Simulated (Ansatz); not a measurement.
Molecule: methylgermane, CH6Ge, charge 0, multiplicity 1. 
Structure (B3LYP-D3(BJ)/def2-TZVP (Ansatz, an electronic-structure program) minimum search):
```
Ge
H 1 1.5406
H 1 1.5406 2 108.57
H 1 1.5406 2 108.57 3 117.87
C 1 1.9658 2 110.35 4 121.07
H 5 1.0895 1 110.20 2 60.00
H 5 1.0895 6 108.73 1 -120.89
H 5 1.0895 6 108.73 7 -118.23
```
Charge 0, spin multiplicity 1.

Basis-set convergence of Hartree-Fock and CCSD(T) correlation energies (hartree) with Ansatz. Cores are frozen in the correlated levels unless marked. No spin-orbit coupling. Frozen are the shells of the preceding noble gas and the d and f shells that filled before the atom's block. Non-relativistic.

| basis | functions | E(HF) | E(corr, CCSD(T)) |
|---|---|---|---|
| cc-pVDZ | 71 | -2116.68788 | -0.30433 |
| cc-pVTZ | 157 | -2116.77560 | -0.36297 |
| cc-pVQZ | 303 | -2116.78215 | -0.37978 |
| cc-pV5Z | 525 | -2116.78327 | -0.38497 |

Extrapolating the two largest sets (X = 4 and 5) as X^-3: E(corr) = (125·(-0.38497) - 64·(-0.37978))/61 = -0.3904 Eh, an estimate of the basis-set limit. The largest set recovers 98.6 % of it, the smallest 77.9 %.
